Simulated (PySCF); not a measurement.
PySCF input for HNSi, SMILES [NH+]#[Si-], PBE0-D3(BJ)/def2-TZVPD. 

```python
import numpy as np
from pyscf import gto, scf, dft
from pyscf.geomopt import geometric_solver

mol = gto.M(
    atom='''
    H     0.02663352   -1.95853945   -0.00000000
    N    -0.00620168   -0.96167519    0.00000000
    Si    0.00119844    0.62073327   -0.00000000
    ''',
    basis='def2-TZVPD',
    charge=0,
    spin=0,
    max_memory=1600,
    verbose=3,
)
mf = dft.RKS(mol, xc='pbe0').density_fit(auxbasis='def2-universal-jkfit')
mf.disp = 'd3bj'
mf.grids.level = 3
mf.conv_tol = 1e-9
mf.max_cycle = 100
mf.kernel()
grad = mf.nuc_grad_method()
grad.grid_response = mol.nao <= 150
conv, mol_eq = geometric_solver.kernel(grad, convergence_set='GAU_TIGHT', maxsteps=100)
print(mol_eq.tostring(format='xyz'))
mf.reset(mol_eq)
mf.kernel()
```

Log of the run:

```
converged SCF energy = -344.665771263844
[banner and settings of the optimiser left out]
Geometry optimization cycle 1
Cartesian coordinates (Angstrom)
 Atom        New coordinates             dX        dY        dZ
   H   0.026634  -1.958539   0.000000    0.000000  0.000000  0.000000
   N  -0.006202  -0.961675   0.000000    0.000000  0.000000  0.000000
  Si   0.001198   0.620733   0.000000   -0.000000  0.000000  0.000000

WARN: Mole.unit (angstrom) is changed to Bohr

converged SCF energy = -344.665771263662
--------------- DFRKS_Scanner gradients ---------------
         x                y                z
0 H     0.0004510211     0.0032836371     0.0000000000
1 N    -0.0009758775    -0.0402145903     0.0000000000
2 Si     0.0005248564     0.0369309532    -0.0000000000
----------------------------------------------
cycle 1: E = -344.665771264  dE = -344.666  norm(grad) = 0.0547113
Step    0 : Gradient = 3.159e-02/4.023e-02 (rms/max) Energy = -344.6657712637
Hessian Eigenvalues: 5.00000e-02 5.00000e-02 5.00000e-02 ... 1.60000e-01 4.81475e-01 5.47721e-01

Geometry optimization cycle 2
Cartesian coordinates (Angstrom)
 Atom        New coordinates             dX        dY        dZ
   H   0.024973  -1.949132  -0.000000   -0.001660  0.009408 -0.000000
   N  -0.003589  -0.948544   0.000000    0.002612  0.013131  0.000000
  Si   0.000246   0.598194   0.000000   -0.000952 -0.022539  0.000000
converged SCF energy = -344.667099680141
--------------- DFRKS_Scanner gradients ---------------
         x                y                z
0 H     0.0005715510    -0.0008241675    -0.0000000000
1 N    -0.0009280608    -0.0000572626     0.0000000000
2 Si     0.0003565098     0.0008814301    -0.0000000000
----------------------------------------------
cycle 2: E = -344.66709968  dE = -0.00132842  norm(grad) = 0.00166569
Step    1 : Displace = 1.612e-02/2.256e-02 (rms/max) Trust = 1.000e-01 (=) Grad = 9.617e-04/1.003e-03 (rms/max) E (change) = -344.6670996801 (-1.328e-03) Quality = 1.055
Hessian Eigenvalues: 5.00000e-02 5.00000e-02 5.00000e-02 ... 1.58944e-01 4.81279e-01 5.38315e-01

Geometry optimization cycle 3
Cartesian coordinates (Angstrom)
 Atom        New coordinates             dX        dY        dZ
   H   0.023328  -1.948255  -0.000000   -0.001645  0.000877 -0.000000
   N  -0.000928  -0.948488   0.000000    0.002661  0.000056  0.000000
  Si  -0.000770   0.597261   0.000000   -0.001016 -0.000933  0.000000
converged SCF energy = -344.667107228855
--------------- DFRKS_Scanner gradients ---------------
         x                y                z
0 H     0.0004323942     0.0000323300     0.0000000000
1 N    -0.0007124592     0.0001598220     0.0000000000
2 Si     0.0002800649    -0.0001921520     0.0000000000
----------------------------------------------
cycle 3: E = -344.667107229  dE = -7.54871e-06  norm(grad) = 0.000914609
Step    2 : Displace = 2.038e-03/2.665e-03 (rms/max) Trust = 1.414e-01 (+) Grad = 5.280e-04/7.302e-04 (rms/max) E (change) = -344.6671072289 (-7.549e-06) Quality = 1.504
Hessian Eigenvalues: 4.99998e-02 5.00000e-02 5.00000e-02 ... 1.58704e-01 5.08345e-01 7.51535e-01

Geometry optimization cycle 4
Cartesian coordinates (Angstrom)
 Atom        New coordinates             dX        dY        dZ
   H   0.019700  -1.947846  -0.000000   -0.003628  0.000409 -0.000000
   N   0.004968  -0.948459   0.000000    0.005896  0.000029 -0.000000
  Si  -0.003038   0.596824   0.000000   -0.002268 -0.000438  0.000000
converged SCF energy = -344.667115018609
--------------- DFRKS_Scanner gradients ---------------
         x                y                z
0 H     0.0001624134     0.0005468030     0.0000000000
1 N    -0.0002763611     0.0001107380    -0.0000000000
2 Si     0.0001139477    -0.0006575410     0.0000000000
----------------------------------------------
cycle 4: E = -344.667115019  dE = -7.78975e-06  norm(grad) = 0.000927014
Step    3 : Displace = 4.220e-03/5.902e-03 (rms/max) Trust = 2.000e-01 (+) Grad = 5.352e-04/6.673e-04 (rms/max) E (change) = -344.6671150186 (-7.790e-06) Quality = 1.306
Hessian Eigenvalues: 3.49051e-02 5.00000e-02 5.00000e-02 ... 1.58704e-01 5.12712e-01 7.95338e-01

Geometry optimization cycle 5
Cartesian coordinates (Angstrom)
 Atom        New coordinates             dX        dY        dZ
   H   0.017635  -1.948187  -0.000000   -0.002065 -0.000341 -0.000000
   N   0.008349  -0.948432   0.000000    0.003381  0.000026  0.000000
  Si  -0.004354   0.597138   0.000000   -0.001316  0.000314  0.000000
converged SCF energy = -344.667117058505
--------------- DFRKS_Scanner gradients ---------------
         x                y                z
0 H     0.0000165858     0.0002602140     0.0000000000
1 N    -0.0000317096     0.0000398704     0.0000000000
2 Si     0.0000151238    -0.0003000845    -0.0000000000
----------------------------------------------
cycle 5: E = -344.667117059  dE = -2.0399e-06  norm(grad) = 0.000401075
Step    4 : Displace = 2.425e-03/3.383e-03 (rms/max) Trust = 2.828e-01 (+) Grad = 2.316e-04/3.005e-04 (rms/max) E (change) = -344.6671170585 (-2.040e-06) Quality = 1.185
Hessian Eigenvalues: 3.44770e-02 5.00000e-02 5.00000e-02 ... 1.58704e-01 5.08466e-01 6.61631e-01

Geometry optimization cycle 6
Cartesian coordinates (Angstrom)
 Atom        New coordinates             dX        dY        dZ
   H   0.017346  -1.948427  -0.000000   -0.000289 -0.000240 -0.000000
   N   0.008839  -0.948427   0.000000    0.000489  0.000005  0.000000
  Si  -0.004554   0.597373   0.000000   -0.000201  0.000235  0.000000
converged SCF energy = -344.667117222646
--------------- DFRKS_Scanner gradients ---------------
         x                y                z
0 H    -0.0000031177     0.0000421279     0.0000000000
1 N     0.0000042371     0.0000018050    -0.0000000000
2 Si    -0.0000011194    -0.0000439329     0.0000000000
----------------------------------------------
cycle 6: E = -344.667117223  dE = -1.6414e-07  norm(grad) = 6.11314e-05
Step    5 : Displace = 3.233e-04/3.634e-04 (rms/max) Trust = 3.000e-01 (+) Grad = 3.529e-05/4.395e-05 (rms/max) E (change) = -344.6671172226 (-1.641e-07) Quality = 1.113
Hessian Eigenvalues: 3.65713e-02 4.99990e-02 5.00000e-02 ... 1.58704e-01 4.88777e-01 5.76982e-01

Geometry optimization cycle 7
Cartesian coordinates (Angstrom)
 Atom        New coordinates             dX        dY        dZ
   H   0.017381  -1.948469  -0.000000    0.000035 -0.000042  0.000000
   N   0.008793  -0.948426   0.000000   -0.000045  0.000001  0.000000
  Si  -0.004544   0.597414   0.000000    0.000010  0.000041 -0.000000
converged SCF energy = -344.667117226348
--------------- DFRKS_Scanner gradients ---------------
         x                y                z
0 H    -0.0000006897    -0.0000000153    -0.0000000000
1 N     0.0000007442     0.0000010770     0.0000000000
2 Si    -0.0000000544    -0.0000010617    -0.0000000000
----------------------------------------------
cycle 7: E = -344.667117226  dE = -3.70233e-09  norm(grad) = 1.82206e-06
Step    6 : Displace = 4.750e-05/5.108e-05 (rms/max) Trust = 3.000e-01 (=) Grad = 1.052e-06/1.309e-06 (rms/max) E (change) = -344.6671172263 (-3.702e-09) Quality = 1.005
Hessian Eigenvalues: 3.55937e-02 4.99199e-02 5.00000e-02 ... 1.58704e-01 4.94947e-01 5.71300e-01

Geometry optimization cycle 8
Cartesian coordinates (Angstrom)
 Atom        New coordinates             dX        dY        dZ
   H   0.017395  -1.948469  -0.000000    0.000014 -0.000000 -0.000000
   N   0.008784  -0.948426   0.000000   -0.000009 -0.000000  0.000000
  Si  -0.004549   0.597415   0.000000   -0.000005  0.000001  0.000000
converged SCF energy = -344.667117224954
--------------- DFRKS_Scanner gradients ---------------
         x                y                z
0 H    -0.0000001791    -0.0000072508     0.0000000000
1 N     0.0000000203    -0.0000013271     0.0000000000
2 Si     0.0000001588     0.0000085778     0.0000000000
----------------------------------------------
cycle 8: E = -344.667117225  dE = 1.39408e-09  norm(grad) = 1.13124e-05
Step    7 : Displace = 7.288e-06/1.021e-05 (rms/max) Trust = 3.000e-01 (=) Grad = 6.531e-06/8.579e-06 (rms/max) E (change) = -344.6671172250 (+1.394e-09) Quality = -86.265
Hessian Eigenvalues: 3.55937e-02 4.99199e-02 5.00000e-02 ... 1.58704e-01 4.94947e-01 5.71300e-01
Converged! =D

3
XYZ from PySCF
H           0.01739467       -1.94846943       -0.00000000
N           0.00878427       -0.94842646        0.00000000
Si         -0.00454866        0.59741452        0.00000000
converged SCF energy = -344.667117226329
```

The run converged.
